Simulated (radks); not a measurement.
Excited configurations of neutral oxygen: one electron is placed in a higher orbital outside [He] 2s2 2p3. The ground configuration is [He] 2s2 2p4. Calculated with a radial shooting solver on a logarithmic mesh with Libxc functionals: non-relativistic Kohn-Sham, r2SCAN, spin-unpolarised, spherical densities, point nucleus; meta-GGA in the generalised Kohn-Sham scheme. Excitation = E - E(ground); binding = E(ion) - E, where the ion is the core of charge +1; n* = 1/sqrt(2 binding) in atomic units, and the quantum defect is n - n*.

outer orbital	excitation (eV)	binding (eV)	n*	quantum defect	<r> (bohr)
3s	12.604	4.093	1.823	1.177	5.015
3p	14.094	2.602	2.286	0.714	6.760
4s	14.922	1.774	2.769	1.231	11.72
5d	16.117	0.580	4.843	0.157	34.05
6d	16.285	0.412	5.750	0.250	50.09

The Delta-SCF ionisation energy is 16.697 eV (NIST Atomic Spectra Database: 13.618 eV, measured). Self-interaction in the functional shifts the binding energies and quantum defects, so they are the method's values and not measured ones. Spin polarisation and multiplet splitting are left out, so open shells lie too high by an amount that depends on their filling.

Beside tabulated values, note that spin-unpolarised runs miss the spin-polarisation part of the exchange energy of open shells.
